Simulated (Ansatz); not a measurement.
`S[SiH2][SeH]` and `[SeH][SiH2][SeH]` differ in one atom or group.

Ansatz, PBE0-D4/def2-TZVP geometries, multiplicity 1. Each molecule was computed in one conformer, which needn't be the lowest.

Scalar relativity is left out up to krypton.

```json
{"property": "LUMO energy (ωB97M-V/def2-TZVPP) / eV", "`S[SiH2][SeH]`": "1.54"}
{"property": "LUMO energy (PBE/def2-TZVPP) / eV", "`S[SiH2][SeH]`": "-1.18"}
{"property": "zero-point energy (PBE0-D4/def2-TZVP) / kJ/mol", "`S[SiH2][SeH]`": "92.0"}
{"property": "HOMO energy (PBE/def2-TZVPP) / eV", "`S[SiH2][SeH]`": "-6.03"}
{"property": "HOMO energy (ωB97M-V/def2-TZVPP) / eV", "`S[SiH2][SeH]`": "-9.33"}
{"property": "size of the dipole moment (PBE/def2-TZVPP) / D", "`S[SiH2][SeH]`": "1.12"}
```

(1) Give the same properties after the change, and the shifts. (An estimate is asked.)

Results:

(1) Computed: 
```json
{"property": "LUMO energy (ωB97M-V/def2-TZVPP) / eV", "`[SeH][SiH2][SeH]`": "1.22", "shift": "-0.32"}
{"property": "LUMO energy (PBE/def2-TZVPP) / eV", "`[SeH][SiH2][SeH]`": "-1.47", "shift": "-0.29"}
{"property": "zero-point energy (PBE0-D4/def2-TZVP) / kJ/mol", "`[SeH][SiH2][SeH]`": "88.9", "shift": "-3.1"}
{"property": "HOMO energy (PBE/def2-TZVPP) / eV", "`[SeH][SiH2][SeH]`": "-5.92", "shift": "0.11"}
{"property": "HOMO energy (ωB97M-V/def2-TZVPP) / eV", "`[SeH][SiH2][SeH]`": "-9.15", "shift": "0.18"}
{"property": "size of the dipole moment (PBE/def2-TZVPP) / D", "`[SeH][SiH2][SeH]`": "0.11", "shift": "-1.01"}
```

With PBE0 the HOMO rises by 0.14 eV and the LUMO falls by 0.32 eV, so the gap narrows by about 0.46 eV. PBE moves the HOMO by 0.11 eV and ωB97M-V by 0.18 eV. Dipoles are sizes alone; their direction can turn.

Spin–orbit coupling is left out; it splits and shifts lone-pair levels of the heavy atoms by tenths of an eV.
